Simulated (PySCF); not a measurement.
Ge(H)2(Br)(Me) (CH₅BrGe), SMILES [CH3][GeH2][Br]. Atoms are numbered in the order given.

```xyz
8

Ge    -0.3517    -0.8691     0.2747
C     -2.2081    -0.3071     0.2877
Br     0.9183     0.9572    -0.3511
H     -0.0766    -1.9691    -0.7586
H      0.1449    -1.2911     1.6634
H     -2.3423     0.5239     0.9951
H     -2.8580    -1.1431     0.5899
H     -2.5041     0.0313    -0.7158
```
Charge 0, spin multiplicity 1.

Geometry: ωB97X-D3(BJ)/def2-SVP.

Two levels are set side by side: PBE/pcSseg-1 (PySCF) and KT2/pcSseg-1 (PySCF). GIAO shifts against GeH4 (⁷³Ge), TMS (¹H), TMS (¹³C) at the same level; non-relativistic, no solvent, atoms listed together averaged. Without spin–orbit terms, shifts of atoms bonded to Cl or Br come out too high at both levels. Differences are taken from unrounded values.

```
quantity                 KT2
---------------------  -----
δ(⁷³Ge) of Ge1 (ppm)   315.6
δ(¹³C) of C2 (ppm)       5.8
δ(¹H) of H4, H5 (ppm)   5.65
```

Task: What does PBE give, and how far is it from KT2? (An estimate is asked for; the answer gives what the named calculation found.)

Result: 
| quantity | PBE | PBE minus KT2 |
|---|---|---|
| δ(⁷³Ge) of Ge1 (ppm) | 327.2 | 11.5 |
| δ(¹³C) of C2 (ppm) | 6.3 | 0.5 |
| δ(¹H) of H4, H5 (ppm) | 5.69 | 0.05 |

Rough cost on one machine, each run with all the roots and properties that it gave: KT2 against PBE within a factor of 2.
